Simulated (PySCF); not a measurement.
# One molecule, several mistakes: AlB2H4O anion

All numbers below are calculated, not measured. They come from PySCF 2.14.0, an open-source quantum chemistry program, on an isolated molecule that a program drew, which may never have been made. The molecule is AlB2H4O anion (charge -1, singlet), drawn as the SMILES string `O=B[BH][AlH3-]`.

Each row is a Hartree-Fock (HF) and frozen-core CCSD(T) single point in the aug-cc-pV(D+d)Z basis, meant for a local HF minimum. Run 1 is clean. Each other run has one planted mistake out of seven kinds, and not every kind appears here: one electron removed, one electron added, multiplicity raised by two, geometry at a saddle point, minimal basis STO-3G, one bond length entered in bohr, all coordinates scaled. The reference is restricted for singlets and unrestricted otherwise, and also for a bond in bohr. Adding or removing an electron swaps singlet and doublet. Electrons count all cores. HOMO and LUMO are orbital energies over both spins, the gradient is its largest component, and the lowest frequency (negative if imaginary) is given only where the gradient is small. Bond lengths are over the 7 bonds as drawn. T1 is the CCSD diagnostic: over 0.02 (restricted) or 0.045 (unrestricted) a single reference is doubtful.

Geometry of the clean run:
```xyz
8
AlB2H4O anion, angstrom
O    -0.3135   -0.8962   -2.4165
B     0.0511   -1.3096   -1.3488
B     0.5692   -1.8781    0.1811
Al    0.2917   -0.8915    2.1419
H     1.0823   -2.9730    0.0951
H     1.6107   -1.1785    3.0720
H     0.0405    0.7180    1.9943
H    -1.0368   -1.6347    2.7648
```

```
run,electrons,basis functions,<S^2>,HOMO (eV),LUMO (eV),gradient (hartree/bohr),lowest frequency (cm^-1),mean bond (Å),longest bond (Å),T1,HF (hartree),CCSD(T) (hartree),mistake
1,36,137,0.000,-5.21,3.17,1.6e-05,30,1.6083,2.213,0.0185,-368.53338,-369.04124,no fault
2,36,137,0.429,-4.33,3.06,2.1e-02,-,1.8260,3.236,0.0532,-368.41315,-368.92291,one bond length entered in bohr
3,36,137,0.000,-5.25,3.17,2.8e-02,-,1.6325,2.246,0.0190,-368.53192,-369.04174,all coordinates scaled
4,36,28,0.000,-1.21,11.16,4.8e-02,-,1.6083,2.213,0.0199,-363.79157,-364.01562,minimal basis STO-3G
5,35,137,0.761,-10.96,-2.44,7.2e-02,-,1.6083,2.213,0.0261,-368.39525,-368.87877,one electron removed
6,36,137,2.017,-3.86,3.12,6.5e-02,-,1.6083,2.213,0.0200,-368.49455,-368.98653,?
```

**Which mistake was planted in run 6, and what did it cost?**

Electrons, basis and geometry are unchanged, and <S^2> is 2.017, beside S(S+1) = 2.00 for a multiplicity of 3. So the mistake is: multiplicity raised by two. Subtracting run 1 and multiplying by 627.51 kcal/mol a hartree, the energy moved by 24.4 kcal/mol in HF and 34.3 kcal/mol in CCSD(T).

Cautions from the logs. Run 2: T1 is over the limit, so its CCSD(T) energy is less reliable.
